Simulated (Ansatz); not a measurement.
Consider the substitution at a C–C bond: `N#CC[SiH3]` + HI → `[SiH3]CI` + `C#N`.

Computed with Ansatz on PBE0-D4/def2-TZVP structures; ΔE is electronic, products minus reactants. CBS: MP2 limit from def2 TZ/QZ plus the TZ coupled-cluster correction, frozen cores. This one scheme is used for every species. DFT in def2-TZVPP. def2 core potentials past Kr. For I outer-core shells are correlated without core-valence functions, which leaves a few kJ/mol of doubt a bond.

```csv
level,ΔE (eV)
r2SCANh-D4,0.49
r2SCAN0,0.50
CAM-B3LYP,0.52
HF/def2-SVP,0.63
```

Problem. What does CCSD(T)/CBS give? (An estimate is asked.)

Solution. Ansatz gave: +0.31 eV. The listed levels differ from it by 0.18, 0.19, 0.21, 0.32 eV.

Largest T1 diagnostic among the species: 0.014.

In def2-TZVPP, CCSD(T) changes the Hartree–Fock value by −0.13 eV (the triples alone add −0.03 eV) and MP2 by −0.16 eV. From BLYP to BHLYP (50 % exact exchange), in def2-TZVPP and without D4, ΔE moves by +0.06 eV.
